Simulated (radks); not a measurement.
These are the eigenvalues of the occupied orbitals of an atom or ion with whole-number occupations (Ry). All-electron calculation, Dirac Kohn-Sham, LDA (Slater exchange, Perdew-Wang correlation), spin-unpolarised, spherical densities, finite nucleus; Fermi nuclear charge, rms radius of each element as measured or else 0.836 A^(1/3) + 0.57 fm. Program: a radial shooting solver on a logarithmic mesh with Libxc functionals.

1s1/2: -472.6910
2s1/2: -55.82744
2p1/2: -48.07857
2p3/2: -47.31370
3s1/2: -7.58864
3p1/2: -5.38041
3p3/2: -5.28653
3d3/2: -1.81253
3d5/2: -1.80339

Which element is it, and in what charge state? The configuration may be excited. Open shells, if any, fill j = l - 1/2 first.

Answer. Z = 25, manganese, charge +2: Mn2+ in [Ar] 3d5. The list shows which subshells hold electrons but not how many an open one holds; the 1s level, -236.35 hartree, gives Z - s = 21.7 by -(Z - s)^2/2, which with screening and relativity narrows Z to a few neighbours, and the depths of the outer levels then fix element, charge and occupations together.
